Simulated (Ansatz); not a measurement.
Start from `C[S][Zn][F]` and change one element to get `C[S][Cd][F]`.

Ansatz, PBE0-D4/def2-TZVP geometries, multiplicity 1. Each molecule was computed in one conformer, which needn't be the lowest.

Elements past krypton have def2 core potentials. Scalar relativity is left out up to krypton.

| property | `C[S][Zn][F]` |
| --- | --- |
| HOMO energy (PBE/def2-TZVPP) / eV | -5.96 |
| HOMO energy (ωB97M-V/def2-TZVPP) / eV | -9.33 |
| LUMO energy (ωB97M-V/def2-TZVPP) / eV | 0.43 |
| size of the dipole moment (B3LYP/def2-TZVPP) / D | 2.59 |
| size of the dipole moment (ωB97M-V/def2-TZVPP) / D | 2.44 |
| zero-point energy (PBE0-D4/def2-TZVP) / kJ/mol | 107.5 |

What does the change do to each property? (An estimate is asked.)

Ansatz gave: 
```csv
property,`C[S][Cd][F]`,shift
HOMO energy (PBE/def2-TZVPP) / eV,-5.84,0.12
HOMO energy (ωB97M-V/def2-TZVPP) / eV,-9.19,0.14
LUMO energy (ωB97M-V/def2-TZVPP) / eV,0.06,-0.37
size of the dipole moment (B3LYP/def2-TZVPP) / D,2.82,0.23
size of the dipole moment (ωB97M-V/def2-TZVPP) / D,2.59,0.15
zero-point energy (PBE0-D4/def2-TZVP) / kJ/mol,106.4,-1.1
```

With PBE0 the HOMO rises by 0.13 eV and the LUMO falls by 0.43 eV, so the gap narrows by about 0.56 eV. PBE moves the HOMO by 0.12 eV and ωB97M-V by 0.14 eV. Dipoles are sizes alone; their direction can turn.

B3LYP here is the variant with VWN-RPA as its local correlation; programs differ in this.
